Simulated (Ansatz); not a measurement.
BH$_{7}$SeSi$_{2}$ (`[SiH3][SiH2]B[SeH]`), relaxed with RKS PBE0-D4/def2-TZVP in Ansatz from a PBE-D4/def2-SVP geometry. The force threshold is 0.005 eV/Å; the program also tests the step.

Total charge 0; spin multiplicity 1.

Start:

```xyz
11

Si   -1.217   -0.320    1.347
Si    0.026   -0.859   -0.588
B     1.606    0.368   -0.542
Se    1.619    2.111   -1.324
H    -1.649    1.121    1.264
H    -2.442   -1.185    1.487
H    -0.363   -0.489    2.576
H    -0.864   -0.613   -1.783
H     0.383   -2.323   -0.542
H     2.622    0.122    0.079
H     0.278    2.067   -1.974
```

Task: How much energy does the relaxation release, and in how many steps? (An estimate is asked.)

Result: Computed: 2.83 kJ/mol, in 13 steps.

Task: Which bonds change most? (Estimate.)

Result: Ansatz gave: B3–H10 from 1.216 to 1.194 Å; Se4–H11 from 1.491 to 1.473 Å; Si1–H5 from 1.506 to 1.488 Å; Si1–H6 from 1.506 to 1.488 Å.

Task: Give the relaxed structure. (An estimate is asked.)

Result: The calculation gave: 
```xyz
11

Si   -1.230   -0.346    1.383
Si    0.008   -0.798   -0.558
B     1.601    0.400   -0.532
Se    1.672    2.065   -1.441
H    -1.673    1.074    1.378
H    -2.433   -1.219    1.464
H    -0.393   -0.576    2.592
H    -0.866   -0.533   -1.738
H     0.375   -2.242   -0.554
H     2.577    0.177    0.119
H     0.363    1.999   -2.113
```
